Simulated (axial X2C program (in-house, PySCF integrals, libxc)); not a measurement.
## Spin–orbit effects along a row: molecules with P, PBE0

All values come from calculations with an in-house relativistic program for diatomic molecules, spin-free (one-electron X2C) or two-component (2c: spin–orbit coupling with atomic mean-field Coulomb and Gaunt terms, which also bring small scalar terms), in Dyall basis sets with cores contracted in-house; open shells are unrestricted.

Basis sets: Ba dyall-cv3z, Cs dyall-cv3z, Hf dyall-cv3z, P dyall-v3z, Ta dyall-cv3z, W dyall-v3z.

```
molecule   spin-free state  Re (Å)  ωe (cm⁻¹)  De (eV)  2c state  Re 2c (Å)  ωe 2c (cm⁻¹)  De 2c (eV)
     CsP    M_S = 1, Λ = 0   3.270      167.3     1.42     Ω = 1      3.269         167.5        1.43
     BaP  M_S = 1/2, Λ = 0   2.518      358.9     2.04   Ω = 1/2      2.518         359.1        2.05
     HfP  M_S = 1/2, Λ = 0   2.184      519.0     3.96   Ω = 1/2      2.184         517.7         n/a
     TaP                 ?       ?          ?        ?         ?          ?             ?           ?
      WP  M_S = 3/2, Λ = 0   2.116      500.4      n/a   Ω = 3/2      2.118         496.1         n/a
```

Problem. Estimate the 2c Re and ωe of TaP as the mean of its neighbours in the table.

Solution. Re ≈ 2.151 Å, ωe ≈ 506.9 cm⁻¹. The PBE0 runs give the row below, so the estimate misses by 0.012 Å and -20.8 cm⁻¹.

```
molecule  spin-free state  Re (Å)  ωe (cm⁻¹)  De (eV)  2c state  Re 2c (Å)  ωe 2c (cm⁻¹)  De 2c (eV)
     TaP   M_S = 1, Λ = 2   2.137      532.1     4.15     Ω = 1      2.139         527.7         n/a
```

Each entry is the lowest single determinant of a limited PBE0 search at one distance. De goes to single-determinant-based atoms at the same level (for ions the charge split of lowest energy) and is withheld (n/a) where an atom does not fit its ground term or J level. Main or longest-lived isotopes. One determinant is a doubtful description, or other states lie close, for CsP, BaP, TaP, WP; these need not be ground states, and all values refer to the states named. Some open-shell Ω = 0 determinants are out of reach, so the Ω given for CsP need not be the lowest component. With several unpaired electrons the Ω given is that of one determinant, not necessarily of the lowest component. The functionals have no current term, which raises determinants with orbital currents.
